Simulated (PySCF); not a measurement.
Simulated Si 1s region for `CN[SiH2]O[SiH3]`, binding energy against the vacuum level.

Every computed line was given a Gaussian of 0.5 eV full width at half maximum and an area set by the number of equivalent atoms; the highest printed point is 100. Method used: PySCF, delta-SCF UKS SCAN, pcX-2 on the ionised atom, pcseg-1 elsewhere, spin-free X2C.

(binding energy (eV), intensity): (1846.5, 1), (1846.6, 3), (1846.7, 9), (1846.8, 22), (1846.9, 45), (1847.0, 73), (1847.1, 96), (1847.2, 100), (1847.3, 84), (1847.4, 56), (1847.5, 30), (1847.6, 13), (1847.7, 5), (1847.8, 1), (1847.9, 0)

Count the maxima, the lines and the sites behind this envelope.

The curve has 1 maximum (at 1847.2 eV). Under it lie 2 lines from 2 inequivalent silicon sites. At this width some lines have no maximum of their own.

Decompose the envelope and assign each component. Numbering: `[CH3:1][NH:2][SiH2:3][O:4][SiH3:5]`.

| position (eV) | relative area | line | atoms | environment |
| --- | --- | --- | --- | --- |
| 1847.16 | 1 | Si 1s | Si5 | oxygen-bound silicon |
| 1847.18 | 1 | Si 1s | Si3 | oxygen-bound silicon |

What are the centre and the root-mean-square width of the whole band?

The area-weighted mean of the lines is 1847.17 eV. Their own spread about it is 0.01 eV (rms) and each Gaussian has σ = 0.5/2.355 = 0.21 eV; the variances add, which gives 0.21 eV.

Above which line width would these two lines show one maximum?

Two equal Gaussians merge once their distance is under 2σ = FWHM/1.177. With 0.01 eV between them that is a full width over 0.01 eV.

The 2 Si 1s values lie within 0.02 eV of each other; Gaussian lines of 0.5 eV full width would blend them into one maximum.

Shake-up satellites, vibrational structure and lifetime widths aren't simulated. One conformer (not necessarily the lowest) at the GFN2-xTB geometry, without solvent, vibrations or thermal averaging.

Shape of the structure used: `[CH3:1][NH:2][SiH2:3][O:4][SiH3:5]`: C1–N2–Si3–O4 180°, N2–Si3–O4–Si5 79°.
